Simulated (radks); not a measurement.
Results of a calculation; reference values are marked as such.
Question: Ionisation of the antimony ion Sb+, [Kr] 4d10 5s2 5p2, to Sb2+, [Kr] 4d10 5s2 5p1, under several functionals. Dirac Kohn-Sham, spin-unpolarised, spherical densities, finite nucleus; open shells fill j = l - 1/2 first; a radial shooting solver on a logarithmic mesh with Libxc functionals. Known Delta-SCF values: exchange-only PBE 15.532 eV; RPBE 16.287 eV; PBE 16.385 eV. What does BLYP give, and what is its highest occupied eigenvalue?

Answer: 16.333 eV by Delta-SCF; the 5p1/2 eigenvalue is -12.225 eV. NIST: 16.63 eV (measured).

Beside tabulated values, note that spin-unpolarised runs miss the spin-polarisation part of the exchange energy of open shells.
